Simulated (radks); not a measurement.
The numbers below are computed, except where a source is named.
Ionisation of Ga3+, [Ar] 3d10, to Ga4+, [Ar] 3d9, under several functionals. Dirac Kohn-Sham, spin-unpolarised, spherical densities, point nucleus; open shells are shared between the two j in proportion to 2j + 1; a radial shooting solver on a logarithmic mesh with Libxc functionals.

functional                                        E(Ga3+) (hartree)  Exc (hartree)  IE (eV)  -e(HOMO) (eV)  <r> HOMO (bohr)  IE error (eV)
BP86                                                    -1942.43964      -75.36152   63.935         52.356           0.7884         +0.694
BLYP                                                    -1942.25957      -75.16051   63.849         52.282           0.7910         +0.608
PBE                                                     -1941.88393      -74.79149   63.875         52.291           0.7895         +0.634
revPBE                                                  -1942.05641      -74.97222   63.760         52.169           0.7890         +0.519
PBEsol                                                  -1940.41056      -73.29383   63.844         52.264           0.7888         +0.603
LDA (Slater exchange, Perdew-Zunger correlation)        -1939.03111      -71.88369   64.221         52.648           0.7893         +0.980
AM05                                                    -1939.23972      -72.10638   63.871         52.287           0.7883         +0.630
LDA (Slater exchange, VWN5 correlation)                 -1939.04782      -71.90062   64.238         52.664           0.7893         +0.997
XLYP                                                    -1942.55159      -75.45633   63.900         52.332           0.7913         +0.659

NIST Atomic Spectra Database: 63.24 eV (measured). Closest: revPBE. The Delta-SCF values span 0.48 eV, the total energies 3.52 hartree. The highest occupied level is 3d5/2. Spin polarisation and multiplet splitting are left out, so open shells lie too high by an amount that depends on their filling. Sharing an open shell by 2j + 1 raises it above the true ground level by a part of the spin-orbit splitting, which enters the differences from NIST.

Beside tabulated values, note that spin-unpolarised runs miss the spin-polarisation part of the exchange energy of open shells.
